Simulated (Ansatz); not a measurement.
Start from `[SiH3]C(Br)Br` and change one atom or group to get `BC([SiH3])Br`.

Ansatz, PBE0-D4/def2-TZVP geometries, multiplicity 1. 

Scalar relativity is left out up to krypton.

```csv
property,`[SiH3]C(Br)Br`
LUMO energy (PBE0/def2-TZVPP) / eV,-1.24
HOMO–LUMO gap (ωB97M-V/def2-TZVPP) / eV,10.94
HOMO energy (PBE/def2-TZVPP) / eV,-6.70
HOMO energy (ωB97M-V/def2-TZVPP) / eV,-10.17
HOMO energy (PBE0/def2-TZVPP) / eV,-7.96
LUMO energy (PBE/def2-TZVPP) / eV,-2.20
```

(1) Give the same properties after the change, and the shifts. (Best estimate.)

Results:

(1) The calculation gave: 
```csv
property,`BC([SiH3])Br`,shift
LUMO energy (PBE0/def2-TZVPP) / eV,-1.88,-0.64
HOMO–LUMO gap (ωB97M-V/def2-TZVPP) / eV,10.02,-0.92
HOMO energy (PBE/def2-TZVPP) / eV,-6.54,0.16
HOMO energy (ωB97M-V/def2-TZVPP) / eV,-9.98,0.19
HOMO energy (PBE0/def2-TZVPP) / eV,-7.76,0.20
LUMO energy (PBE/def2-TZVPP) / eV,-2.84,-0.64
```

With PBE0 the HOMO rises by 0.20 eV and the LUMO falls by 0.64 eV, so the gap narrows by about 0.84 eV. PBE moves the HOMO by 0.16 eV and ωB97M-V by 0.19 eV.

Spin–orbit coupling is left out; it splits and shifts lone-pair levels of the heavy atoms by tenths of an eV.
